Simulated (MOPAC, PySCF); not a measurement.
C3H9GeIO3, SMILES `[O](C)[Ge]([O]C)([I])[O]C`, neutral singlet in the gas phase. 

Cartesian coordinates (Å):
```xyz
17

C     -2.2678    -1.5400    -0.0833
O     -0.8887    -1.3668    -0.3066
Ge    -0.0115     0.0027     0.3379
I     -0.2363     0.0852     2.8445
O     -0.6535     1.4635    -0.3795
C     -0.1599     2.7376    -0.0405
O      1.6709    -0.1473    -0.1172
C      2.4728    -1.2134     0.3322
H     -2.5103    -1.5936     0.9935
H     -2.8621    -0.7281    -0.5361
H     -2.5656    -2.4911    -0.5487
H      0.9006     2.8551    -0.3214
H     -0.2621     2.9482     1.0395
H     -0.7512     3.4835    -0.5919
H      2.1125    -2.1855    -0.0454
H      3.4923    -1.0487    -0.0466
H      2.5198    -1.2613     1.4352
```
Charge 0, spin multiplicity 1.

All levels are single points at this geometry (PBE0-D3(BJ)/def2-SVP); Pople sets use spherical d functions. Orbital energies aren't observables, and empty levels follow the basis.

M06-2X/def2-TZVP in PySCF gives HOMO (eV) = -9.11.

### Question
Estimate the HOMO (eV) from each of these levels: PBE-D3(BJ)/def2-TZVP in PySCF; B3LYP/6-31G* (LANL2DZ on I) in PySCF; M06-2X/6-31G* (LANL2DZ on I) in PySCF; SVWN5/6-31G* (LANL2DZ on I) in PySCF; PM6 in MOPAC.

### Answer

```
level                                  HOMO (eV)
-------------------------------------  ---------
PBE-D3(BJ)/def2-TZVP in PySCF              -6.61
B3LYP/6-31G* (LANL2DZ on I) in PySCF       -7.53
M06-2X/6-31G* (LANL2DZ on I) in PySCF      -8.83
SVWN5/6-31G* (LANL2DZ on I) in PySCF       -6.57
PM6 in MOPAC                               -9.90
```
